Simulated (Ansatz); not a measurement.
Positional isomers: azulene fluoro+boryl. Isolated molecules, 0 K electronic values unless said otherwise. One relaxed conformer stands for each flexible species; it need not be the lowest. Strings in code marks are SMILES.

Quantity: electronic energy of isomers of C10H8BF relative to `Bc1ccc2c(F)ccccc1-2`, in kcal/mol. The restricted reference of `Bc1cc2cccc(F)cc-2c1` and `Bc1ccc2c(F)ccccc1-2` is unstable towards unrestricted orbitals.

Case: `Bc1cc2cccc(F)cc-2c1`. Geometry of `Bc1cc2cccc(F)cc-2c1` (neutral, multiplicity 1, Å):

```xyz
20

B     -3.7968    -0.3366    -0.2100
C     -2.2686    -0.1978    -0.1282
C     -1.4804     0.7907    -0.7826
C     -0.1274     0.5974    -0.4698
C      0.9420     1.3701    -0.9256
C      2.3058     1.2294    -0.6512
C      2.9428     0.2774     0.1505
C      2.3906    -0.7741     0.8816
F      3.2835    -1.5255     1.5622
C      1.0612    -1.1708     1.0196
C     -0.0690    -0.5959     0.4441
C     -1.3913    -1.0343     0.6151
H     -4.4460     0.4347    -0.8757
H     -4.3629    -1.2185     0.3907
H     -1.8670     1.5789    -1.4289
H      0.6710     2.1987    -1.5884
H      2.9681     1.9589    -1.1241
H      4.0314     0.3453     0.2328
H      0.9077    -2.0426     1.6631
H     -1.6948    -1.8854     1.2248
```

Q: What is the computed electronic energy of isomers of C10H8BF relative to `Bc1ccc2c(F)ccccc1-2` (frozen-core MP2/cc-pVDZ // B3LYP-D3(BJ)/def2-SVP (Ansatz, a program for electronic structure))?

A: 9.19 kcal/mol.
